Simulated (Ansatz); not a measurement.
Equilibrium of C3H5AlCl2 ⇌ C2HAlCl2 + CH4 at process temperatures

Species: C3H5AlCl2 `C=C[CH2][Al]([Cl])[Cl]`, singlet; C2HAlCl2 `C#[C][Al]([Cl])[Cl]`, singlet; CH4 (methane) `C`, singlet. 

The electronic reaction energy at CCSD(T)/CBS estimate is +92.8 kJ/mol. Shapes: PBE0-D4/def2-TZVP. Flexible molecules stand in one conformer, not always the lowest. Programs: Ansatz 0.2.0. Enthalpy and entropy come from rigid-rotor, harmonic-oscillator sums on unscaled PBE0-D4/def2-TZVP wavenumbers, ideal gases at 1 bar; R ln 2 is added for the mirror twin of the chiral shape of C3H5AlCl2. Symmetry numbers: C3H5AlCl2 1, C2HAlCl2 2, CH4 12. R = 8.3145 J/(mol K).

```
T (K)  ΔH (kJ/mol)  ΔS (J/(mol K))
  400        +82.2          +143.4
  600        +81.2          +141.5
  800            ?               ?
```

Task: Work out ln K at 400 and 600 K, and from these estimate it at 800 K.

Result: 
1. 400 K: ΔG = +82.2 − 400 × (+143.4)/1000 = +24.8 kJ/mol; ln K = −ΔG/RT = -7.46.
2. 600 K: ΔG = +81.2 − 600 × (+141.5)/1000 = -3.7 kJ/mol; ln K = −ΔG/RT = +0.74.
3. Slope against 1000/T: (+0.74 − (-7.46))/(1.6667 − 2.5000) = -9.84, that is −ΔH/R with ΔH near +82 kJ/mol.
4. 800 K: ln K = -7.46 + (-9.84) × (1.2500 − 2.5000) = +4.84.

The full sums give ΔH = +78.9 kJ/mol, ΔS = +138.2 J/(mol K), ΔG = -31.7 kJ/mol and ln K = +4.77 at 800 K, so the line is off by +0.07 in ln K; without rounding the miss is +0.08, from the change of ΔH with temperature. The products are favoured at 1 bar above about 570 K, give or take 70 K for 10 kJ/mol in the energy. The number of molecules rises, which sets the sign of ΔS, and lower pressure favours the products. An error of 10 kJ/mol in the energy moves ln K by 1.5 at 800 K. Soft modes are treated as harmonic, which can err either way at these temperatures; the lowest are those of C3H5AlCl2 (62 cm⁻¹), C2HAlCl2 (91 cm⁻¹). Other conformers aren't counted. The CBS estimate extrapolates MP2 from def2-TZVPP and def2-QZVPP and adds CCSD(T) − MP2 in the triple-zeta set, cores frozen.
